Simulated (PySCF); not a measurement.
**How methods differ on the electron affinity of Br**

Br⁻ [Kr] (1S) → Br [Ar] 3d10 4s2 4p5 (2P), as a difference of total energies. Computed with PySCF 2.14 in aug-cc-pVQZ-PP with one added diffuse shell each of s, p, d, f, g type with ECP10MDF (8s7p6d4f3g, 114 functions), with a scalar-relativistic core potential. Correlated levels: valence: 3s2 3p6 3d10 frozen. The calculations carry no spin-orbit coupling.

Q: Order these methods by the electron affinity they give, lowest first.
A. LDA
B. SCS-MP2 (valence)
C. r2SCAN
D. B97-3

A: D (3.381 eV), B (3.428 eV), C (3.453 eV), A (3.712 eV).

The reference lies between the lowest fine-structure levels, while these numbers refer to the centres of the terms.

Errors of the correlated levels include the incompleteness of this basis and the frozen core.

In the anion the highest occupied orbital energy is positive at PBE, a self-interaction effect; the basis confines that electron, and the energy difference can still be sensible.

For comparison: 3.364 eV (measured; photodetachment measurements, as compiled on the Wikipedia data page of electron affinities).
